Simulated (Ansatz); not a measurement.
Ansatz (a program for electronic structure) input file for AlI2, SMILES [I][Al+][I], charge +1, B3LYP-D3(BJ)/def2-SVP. 

Ansatz 0.2 input:
```yaml
crystal:
  periodic: [false, false, false]
  atoms:
    - {symbol: Al, position_ang: [0.00000000, 0.00000000, 0.00000000]}
    - {symbol: I, position_ang: [0.00000000, 0.00000000, 2.47392782]}
    - {symbol: I, position_ang: [0.00000000, 0.00000000, -2.47392782]}
basis:
  gaussian:
    orbitals: def2-SVP
hamiltonian:
  xc: b3lyp
  dispersion: d3bj
total_charge: 1
relax: {f_tol: 0.002, max_steps: 200}
```

Output:

```
WARN ansatz: RAYON_NUM_THREADS=1 ignored (pool sized by the plan → 1); use --threads N
Functional definition: B3LYP
integrals: 0.03 GiB planned
914 factors; integrals over basis functions are off by at most 3.0e-4 eV
mean field: 0.28 GiB planned
mean field evaluation 1: about -22794.9941 eV, gradient 2.3e1 eV
mean field evaluation 2: about -22791.2458 eV, gradient 4.0e1 eV
mean field evaluation 4: about -22796.8652 eV, gradient 1.0e0 eV
mean field evaluation 8: about -22796.8847 eV, gradient 3.0e-3 eV
mean field -22796.88468676 eV, -837.7700599552 hartree, gradient 2.8e-5 eV, S^2 0.000000; 0 other end points of the search recorded, 0 dependent functions left out
the calculation of the forces begins
reference -22796.88489571 eV, -837.7700676336 hartree; 31, 31 occupied and 39, 39 virtual orbitals, 914 factors
relax step   1: F+E_penalty+E_count = -22797.09853673 eV  Δ(F+E_penalty+E_count) = +0.000e0 eV  max|allowed force component| = 1.188e0 eV/Å  Δτ_max = 0.0000 Å  (25 SCF iters, accepted)
these checks for a lower state are left out or cut short: starts, cluster_reference, orbital_swaps, neighbouring_geometries, increment
integrals: 0.03 GiB planned
914 factors; integrals over basis functions are off by at most 2.7e-4 eV
mean field: 0.28 GiB planned
mean field evaluation 16: about -22796.9141 eV, gradient 3.0e-1 eV
mean field -22796.91511610 eV, -837.7711782125 hartree, gradient 7.3e-6 eV, S^2 0.000000; 0 other end points of the search recorded, 0 dependent functions left out
the calculation of the forces begins
reference -22796.91532019 eV, -837.7711857129 hartree; 31, 31 occupied and 39, 39 virtual orbitals, 914 factors
relax step   2: F+E_penalty+E_count = -22797.14375112 eV  Δ(F+E_penalty+E_count) = -4.521e-2 eV  max|allowed force component| = 1.213e0 eV/Å  Δτ_max = 0.1725 Å  (30 SCF iters, accepted)
these checks for a lower state are left out or cut short: starts, cluster_reference, orbital_swaps, neighbouring_geometries, increment
integrals: 0.03 GiB planned
914 factors; integrals over basis functions are off by at most 2.7e-4 eV
mean field: 0.28 GiB planned
mean field -22797.00379036 eV, -837.7744369316 hartree, gradient 1.0e-5 eV, S^2 0.000000; 0 other end points of the search recorded, 0 dependent functions left out
the calculation of the forces begins
reference -22797.00399626 eV, -837.7744444983 hartree; 31, 31 occupied and 39, 39 virtual orbitals, 914 factors
relax step   3: F+E_penalty+E_count = -22797.22635500 eV  Δ(F+E_penalty+E_count) = -8.260e-2 eV  max|allowed force component| = 7.981e-2 eV/Å  Δτ_max = 0.0664 Å  (30 SCF iters, accepted)
these checks for a lower state are left out or cut short: starts, cluster_reference, orbital_swaps, neighbouring_geometries, increment
integrals: 0.03 GiB planned
914 factors; integrals over basis functions are off by at most 2.7e-4 eV
mean field: 0.28 GiB planned
mean field evaluation 32: about -22797.0046 eV, gradient 1.4e-1 eV
mean field -22797.00468602 eV, -837.7744698464 hartree, gradient 1.3e-5 eV, S^2 0.000000; 0 other end points of the search recorded, 0 dependent functions left out
the calculation of the forces begins
reference -22797.00489207 eV, -837.7744774186 hartree; 31, 31 occupied and 39, 39 virtual orbitals, 914 factors
relax step   4: F+E_penalty+E_count = -22797.22678609 eV  Δ(F+E_penalty+E_count) = -4.311e-4 eV  max|allowed force component| = 1.881e-3 eV/Å  Δτ_max = 0.0053 Å  (30 SCF iters, accepted)
integrals: 0.03 GiB planned
914 factors; integrals over basis functions are off by at most 2.7e-4 eV
mean field: 0.28 GiB planned
mean field -22797.00468602 eV, -837.7744698464 hartree, gradient 1.3e-5 eV, S^2 0.000000; 1 other end points of the search recorded, 0 dependent functions left out
the calculation of the forces begins
reference -22797.00489207 eV, -837.7744774186 hartree; 31, 31 occupied and 39, 39 virtual orbitals, 914 factors
Total energy: -22797.22699213 eV, -837.7826394455 hartree
Atom 0 at    -0.000000    -0.000000    -0.000000 Å, force    -0.000000     0.000000     0.000000 eV/Å
Atom 1 at     0.000000     0.000000     2.373190 Å, force     0.000000    -0.000000     0.001881 eV/Å
Atom 2 at     0.000000     0.000000    -2.373190 Å, force     0.000000    -0.000000    -0.001881 eV/Å
Dipole moment:    -0.000000     0.000000     0.000000 e Å
```

The calculation finished and met its thresholds.

Cost: around 6 core-seconds (rough).
